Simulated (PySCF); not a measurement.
A calculated (TPSSh, PySCF 2.14, aug-cc-pwCVTZ, the non-relativistic Hamiltonian (point nucleus)) atom or ion has these occupied shells.

```json
{"shell": "1s α", "electrons": "1", "orbital energy (eV)": "-8157.2", "rms radius, mean of both spins (bohr)": "0.0634"}
{"shell": "1s β", "electrons": "1", "orbital energy (eV)": "-8157.1", "rms radius, mean of both spins (bohr)": "0.0634"}
{"shell": "2s α", "electrons": "1", "orbital energy (eV)": "-974.45", "rms radius, mean of both spins (bohr)": "0.269"}
{"shell": "2s β", "electrons": "1", "orbital energy (eV)": "-973.32", "rms radius, mean of both spins (bohr)": "0.269"}
{"shell": "2p α", "electrons": "3", "orbital energy (eV)": "-849.08", "rms radius, mean of both spins (bohr)": "0.240"}
{"shell": "2p β", "electrons": "3", "orbital energy (eV)": "-848.12", "rms radius, mean of both spins (bohr)": "0.240"}
{"shell": "3s α", "electrons": "1", "orbital energy (eV)": "-114.41", "rms radius, mean of both spins (bohr)": "0.805"}
{"shell": "3s β", "electrons": "1", "orbital energy (eV)": "-111.58", "rms radius, mean of both spins (bohr)": "0.805"}
{"shell": "3p α", "electrons": "3", "orbital energy (eV)": "-75.907", "rms radius, mean of both spins (bohr)": "0.851"}
{"shell": "3p β", "electrons": "3", "orbital energy (eV)": "-72.975", "rms radius, mean of both spins (bohr)": "0.851"}
{"shell": "3d α", "electrons": "5", "orbital energy (eV)": "-12.668", "rms radius, mean of both spins (bohr)": "1.15"}
{"shell": "3d β", "electrons": "3", "orbital energy (eV)": "-10.854", "rms radius, mean of both spins (bohr)": "1.15"}
{"shell": "4s α", "electrons": "1", "orbital energy (eV)": "-7.538", "rms radius, mean of both spins (bohr)": "2.94"}
{"shell": "4p α", "electrons": "1", "orbital energy (eV)": "-2.863", "rms radius, mean of both spins (bohr)": "4.13"}
```

Q: Name the element and its charge.

A: Ni (nickel, neutral), in [Ar] 3d8 4s1 4p1, one real determinant (an excited configuration).
